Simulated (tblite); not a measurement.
C4H14P2Si.
SMILES with atom numbers: `[CH3:1][P:2]([CH3:3])[P:4]([CH3:5])[CH2:6][SiH3:7]` (hydrogens: H8, H9, H10 on C1; H11, H12, H13 on C3; H14, H15, H16 on C5; H17, H18 on C6; H19, H20, H21 on Si7)

Geometry (GFN2-xTB, Å), atoms numbered from 1 in this order:
```xyz
21
C4H14P2Si angstrom
C     -2.688   -0.258    1.080
P     -1.498    0.747    0.070
C     -2.046    0.157   -1.600
P      0.249   -0.580    0.256
C      0.722   -0.105    1.983
C      1.435    0.509   -0.671
Si     3.200   -0.197   -0.714
H     -2.594   -1.320    0.856
H     -2.499   -0.092    2.139
H     -3.699    0.076    0.853
H     -2.071   -0.931   -1.641
H     -3.040    0.554   -1.802
H     -1.364    0.531   -2.362
H      0.031   -0.572    2.684
H      0.695    0.977    2.114
H      1.725   -0.475    2.189
H      1.413    1.512   -0.239
H      1.062    0.586   -1.695
H      3.773   -0.244    0.634
H      4.017    0.687   -1.548
H      3.167   -1.546   -1.279
```

Computed with GFN2-xTB (tblite): harmonic, unscaled wavenumbers at the GFN2-xTB geometry, gas phase. Errors from tens to a few hundred cm⁻¹ against measured bands are possible. Modes of hydrogen on silicon can be 10 to 20 % off. One conformer, not necessarily the lowest.

Harmonic wavenumbers (cm⁻¹): 26.6, 43.4, 93.6, 97.2, 134.5, 146.3, 165.9, 186.3, 195.7, 209.1, 229.8, 271.6, 299.3, 484.4, 500.2, 522.6, 680.7, 702.6, 713.9, 729.1, 739.0, 771.7, 781.6, 792.6, 799.6, 822.2, 852.8, 870.1, 881.7, 901.1, 938.9, 1042.6, 1132.5, 1313.6, 1315.7, 1318.2, 1419.2, 1438.0, 1443.3, 1449.2, 1452.0, 1457.5, 1464.6, 2248.5, 2252.8, 2275.8, 2942.7, 2953.7, 2984.9, 2986.2, 2989.2, 2997.6, 3003.2, 3004.6, 3009.9, 3012.4, 3015.4.

A = 2678, B = 765.8, C = 652.3 MHz; mass 152.034 u (most abundant isotopes); point group C1, symmetry number 1.

Question: Zero-point energy?

Answer: Half the sum of the wavenumbers: 35754 cm⁻¹ = 102.22 kcal/mol.

Question: Give the ideal-gas entropy at 298.15 K and 1 bar in the rigid-rotor, harmonic-oscillator model (classical rotation).

Answer: Translation 40.99, rotation 29.86, vibration 43.25: S = 114.1 cal/(mol K).

Question: And Cp and H(298.15 K) − H(0)?

Answer: Cp = 47.56 cal/(mol K), of which vibrations give 39.61 (their classical limit is 57 R = 113.3); H(298.15 K) − H(0) = 8.81 kcal/mol without the zero-point energy, 6.44 from vibrations.

Question: What must be added to the electronic energy to get the Gibbs energy at 298.15 K and 1 bar?

Answer: ZPE + [H(298.15 K) − H(0)] − T·S = 102.22 + 8.81 − 34.02 = 77.01 kcal/mol.

Question: How do the functions run with temperature in this model?

Answer: 
```tsv
T (K)	S (cal/(mol K))	Cp (cal/(mol K))	H − H(0) (kcal/mol)	G − H(0) (kcal/mol)	ln q(vib)
150	87.9	30.7	3.01	-10.17	5.20
250	106.2	42.1	6.65	-19.90	9.11
400	129.6	57.9	14.20	-37.63	14.51
600	156.1	73.1	27.39	-66.28	21.13
900	188.8	88.1	51.75	-118.20	30.01
```

q(vib) and H(0) count from the zero-point level.

Hindered rotation and anharmonicity are outside this model. Other conformers, if any are populated, would add a mixing term that is left out. The structure is chiral; the term R ln 2 for an equal mix with its mirror image is left out.
